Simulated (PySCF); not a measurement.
Bonds (- single, = double, # triple, : aromatic): C1-C2, C2-B3, B3-C4, C4-C5, C5-C6, C6-C7, C7-C8, C7-C2. C1 carries H9, H10, H11; C2 carries H12; B3 carries H13; C4 carries H14, H15; C5 carries H16, H17; C6 carries H18, H19; C7 carries H20; C8 carries H21, H22, H23. Stereochemistry as in C[C@@H]1BCCC[C@H]1C. H15, H17, H19 are cis to C1 on the ring; H14, H16, H18 are trans to C1 on the ring.

Equivalent nuclei averaged, relativity neglected, a single conformation, gas phase. Structure optimised with PBE0-D3(BJ)/def2-SVP; shielding tensors at PBE0/pcSseg-1 (GIAO); PySCF 2.14.0 with density-fitted response routines.

Shifts are taken against calculated references (same method and geometry level): ¹³C and ¹H vs TMS; BF3·OEt2 for ¹¹B.

| atoms | nucleus | count | δ (ppm) |
| --- | --- | --- | --- |
| C5 | ¹³C | 1 | 25.5 |
| B3 | ¹¹B | 1 | 87.4 |
| C7 | ¹³C | 1 | 38.5 |
| H21/H22/H23 | ¹H | 3 | ? |
| C4 | ¹³C | 1 | ? |
| C6 | ¹³C | 1 | ? |
| H12 | ¹H | 1 | 0.02 |
| H14 | ¹H | 1 | ? |
| C2 | ¹³C | 1 | 45.3 |
| H19 | ¹H | 1 | 1.59 |
| H17 | ¹H | 1 | 1.37 |
| H13 | ¹H | 1 | 7.40 |
| H20 | ¹H | 1 | ? |
| C1 | ¹³C | 1 | 17.4 |
| H16 | ¹H | 1 | ? |
| H15 | ¹H | 1 | 2.00 |
| C8 | ¹³C | 1 | 23.3 |
| H9/H10/H11 | ¹H | 3 | 1.29 |
| H18 | ¹H | 1 | 0.97 |

Problem. Estimate the values marked ?.

Solution. 
- C6: 38.6 ppm, sp3 CH2 in a ring; aliphatic region, no heteroatom directly attached
- C4: 29.7 ppm, sp3 CH2 bonded to B
- H16: 1.74 ppm, hydrogen on an sp3 CH2 in a ring
- H20: 1.15 ppm, hydrogen on an sp3 CH in a ring
- H21/H22/H23: 1.04 ppm, hydrogen on a methyl carbon; far from electronegative atoms and π systems
- H14: 0.83 ppm, hydrogen on an sp3 CH2 bonded to B

Hydrogens on boron are broadened and split by ¹¹B (spin 3/2, 80 %) and 10B (spin 3). A carbon bonded to boron is broadened by the quadrupolar boron nucleus and is often missing from a measured spectrum. Shifts are as computed. Against solution values, carbons near 30 ppm lie about +2 ppm off and those near 130 ppm about +5 ppm. Of 1309 compounds with measured shifts, 239 miss one by over three times the rms of a fit or turn the order of signals round; such compounds aren't used in these exercises.
